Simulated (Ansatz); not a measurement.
Mulliken charges of GeH6O2Si (`O[SiH](O)[GeH3]`) from r2SCAN/def2-TZVPP in Ansatz (PBE0-D4/def2-TZVP geometry).

| atom | x (Å) | y (Å) | z (Å) | charge (e) |
| --- | --- | --- | --- | --- |
| O1 | -0.907 | 0.915 | 1.458 | -0.405 |
| Si2 | -0.100 | -0.286 | 0.668 | 0.576 |
| O3 | 1.431 | -0.381 | 1.248 | -0.405 |
| Ge4 | 0.143 | 0.183 | -1.649 | 0.011 |
| H5 | -1.810 | 0.736 | 1.723 | 0.205 |
| H6 | -0.854 | -1.555 | 0.905 | -0.129 |
| H7 | 1.543 | -0.480 | 2.195 | 0.201 |
| H8 | 0.904 | -0.943 | -2.369 | -0.017 |
| H9 | -1.245 | 0.306 | -2.305 | -0.024 |
| H10 | 0.895 | 1.504 | -1.873 | -0.013 |

Question: By hand: the dipole of these point charges (1 e Å = 4.8032 D).

Answer: Σ q r = (-0.216, -0.135, 0.068) e Å, of length 0.264 e Å = 1.27 D.

Question: How does the dipole of the full density compare? (Estimate.)

Answer: Ansatz gave: (-0.279, -0.149, 0.371) e Å, 2.34 D; the point charges give 0.54 times that, at 35° from its direction.

Point charges leave out the atoms' own dipoles, such as those of lone pairs, and Mulliken's split depends on the basis, so the two needn't agree.
